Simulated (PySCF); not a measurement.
**Electronic absorption of C7H9P**

C7H9P.
Bonds: C1–C2 (double), C2–C3, C3–C4, C4–C5 (double), C5–P6, P6–C7, P6–C8, C3–C8 (double). Hydrogens: H9, H10 on C1; H11 on C2; H12 on C4; H13 on C5; H14, H15, H16 on C7; H17 on C8.

The calculation used TDDFT B3LYP/def2-SVPD, vertical, gas phase, core orbitals frozen in the response (PySCF 2.14.0, density-fitted response routines). The structure is a single GFN2-xTB conformer in the gas phase; no vibrational or solvent corrections. Torsions of this conformer, `[CH2:1]=[CH:2][c:3]1[cH:4][cH:5][p:6]([CH3:7])[cH:8]1`: C1–C2–C3–C4 -5°.

Task: What does the calculation give for the low-lying excited states?

Result: 

| state | λ (nm) | E (eV) | f | \|μ\| (D) | main configurations (H = HOMO, L = LUMO) |
| --- | --- | --- | --- | --- | --- |
| S1 | 295.5 | 4.20 | 0.152 | 3.09 | H→L (90%) |
| S2 | 280.7 | 4.42 | 0.053 | 1.79 | H-1→L (95%) |
| S3 | 242.9 | 5.10 | 0.103 | 2.31 | H→L+1 (66%), H-2→L (30%) |
| S4 | 224.5 | 5.52 | 0.020 | 0.97 | H-1→L+1 (76%), H-2→L (14%) |
| S5 | 212.4 | 5.84 | 0.542 | 4.95 | H-2→L (52%), H-1→L+1 (19%), H→L+1 (18%) |
| S6 | 205.5 | 6.03 | 0.0069 | 0.55 | H→L+2 (94%) |
| S7 | 198.8 | 6.24 | 0.020 | 0.93 | H→L+3 (68%), H→L+4 (20%) |
| S8 | 193.6 | 6.40 | 0.0015 | 0.25 | H-4→L (73%), H→L+4 (11%) |

Triplets, Tamm–Dancoff:

```tsv
state	E (eV)	λ (nm)	main configurations (H = HOMO, L = LUMO)
T1	2.70	458.5	H→L (90%)
T2	3.47	357.0	H-1→L (84%)
T3	4.01	309.1	H→L+1 (61%), H-2→L (26%)
```

The lowest singlet comes at 295 nm (405 kJ/mol) in the ultraviolet; it is strong; its leading configuration is HOMO→LUMO (90%). The most intense listed level is S5 at 5.84 eV (212 nm, f = 0.542), 1.64 eV above S1. Löwdin shares by element: HOMO carbon 65% or more (atoms not listed hold the other 35%); LUMO carbon 45% or more, phosphorus 12% (atoms not listed hold the other 42%). Of the 8 states listed, 6 reach f = 0.01 and none stays under 0.0005. Orbital energies (eV): HOMO-3 -9.13, HOMO-2 -7.85, HOMO-1 -6.66, HOMO -6.17, LUMO -1.61, LUMO+1 -0.38, LUMO+2 0.70. Weighted by f, the mean energy of these states is 5.40 eV. Only the lowest 8 singlets were computed, as vertical energies without vibronic structure.
